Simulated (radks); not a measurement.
Values are calculated unless marked as measured or tabulated.
Spherical quantum dot in the effective-mass picture: electrons in a well V = -V0 / (1 + exp((r - R)/a)) with V0 = 5.88, R = 8.52, a = 0.97, all in effective atomic units (hartree* = m*/eps^2 hartree, bohr* = eps/m* bohr), one dielectric constant everywhere. Level of theory: non-relativistic Kohn-Sham, LDA (Slater exchange, Perdew-Wang correlation), spin-polarised, spherical densities (a radial shooting solver with Libxc functionals). Levels are named by radial order and angular momentum (1s, 1p, 1d, 2s, ...), and open shells are averaged over m. At N = 7 the configuration is 1s2 1p(up 3, down 2). Does electron 8 go into 1d down or 1d up or 1p down?

Answer. Into 1p down. The total energies of the other choices lie higher by 0.0953 hartree* (1d up), 0.105 hartree* (1d down).
